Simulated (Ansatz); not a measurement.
Mg₇⁺. Charge 1, multiplicity 2. Geometry PBE0/def2-SVP, basis def2-TZVP, Ansatz.

```xyz
7

Mg    1.133    0.866    2.436
Mg   -0.966   -0.248   -2.639
Mg   -3.280   -0.240   -0.620
Mg   -1.102    1.659    0.036
Mg    2.869   -1.304    1.129
Mg   -0.364   -1.352    0.453
Mg    1.710    0.620   -0.796
```

| run | HOMO (eV) | LUMO (eV) |
| --- | --- | --- |
| A | -7.64 | -6.06 |
| B | -9.20 | -4.40 |
| C | -7.21 | -6.86 |
| D | -7.33 | -6.28 |
| E | -7.81 | -5.81 |
| F | -7.15 | -6.64 |

LC-ωPBE has ω = 0.4 bohr⁻¹. Another isomer (doublet) lies 0.05 eV lower at PBE0/def2-TZVP; other spin states weren't run for this one.

HOMO and LUMO are taken over both spins.

Problem. The runs used LC-ωPBE, LDA (SPW92), PBE, PBE0, r2SCAN, r2SCAN0. Estimate which is which.

Solution. A PBE0 (25 % exact exchange); B LC-ωPBE (range-separated); C LDA (SPW92) (0 % exact exchange); D r2SCAN (0 % exact exchange); E r2SCAN0 (25 % exact exchange); F PBE (0 % exact exchange). Exact exchange lowers occupied and raises empty levels; among semilocal functionals meta-GGAs tend to open the gap a little, and such runs are hard to tell apart. The gap grows from 0.34 eV (LDA (SPW92)) to 4.81 eV (LC-ωPBE). At LC-ωPBE/def2-TZVP, r2SCAN/def2-TZVP, r2SCAN0/def2-TZVP the charge 1 doublet is spin-contaminated (final ⟨S²⟩ up to 0.92, 0.75 for a pure state).
